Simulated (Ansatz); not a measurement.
`COBC=O`, charge 0, multiplicity 1.

Task: Give a relaxed structure at PBE0-D4/def2-TZVP (the Gaussian-basis code of Ansatz). (An estimate is asked.)

Result: Ansatz gave: 
```xyz
10

C     1.640   -0.018   -0.609
O     0.242    0.196   -0.560
B    -0.502   -0.128    0.502
C    -2.065    0.186    0.381
O    -2.849   -0.058    1.269
H     2.134    0.942   -0.768
H     2.003   -0.471    0.316
H     1.863   -0.673   -1.453
H    -0.029   -0.624    1.486
H    -2.440    0.648   -0.564
```
Point group Cs.
This is one stationary point; other conformers may exist.
